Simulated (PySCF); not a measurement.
Si(F)2(Br)2, Br2F2Si, SMILES F[Si](F)(Br)Br (PBE0/def2-SVP optimised geometry):

```
5

F     -1.354    -1.437     1.348
Si    -0.824    -0.755     0.000
F     -1.354     0.755     0.000
Br    -1.654    -1.810    -1.715
Br     1.354    -0.755     0.000
```

Level of theory: PBE0/def2-TZVP (PySCF 2.14.0).

### Question
What are the frontier orbital energies and the dipole moment?

### Answer
HOMO-2 -9.72 eV, HOMO-1 -9.34 eV, HOMO -9.12 eV, LUMO -0.87 eV, LUMO+1 0.49 eV; dipole moment 1.04 D.

On the same geometry PySCF 2.14.0 with PBE/def2-TZVP gives HOMO-2 -8.33 eV, HOMO-1 -7.98 eV, HOMO -7.79 eV, LUMO -1.82 eV, LUMO+1 -0.40 eV; dipole moment 0.97 D.

Meta-Löwdin charges at PBE0/def2-TZVP: F1 -0.48, Si2 1.35, F3 -0.48, Br4 -0.20, Br5 -0.20.
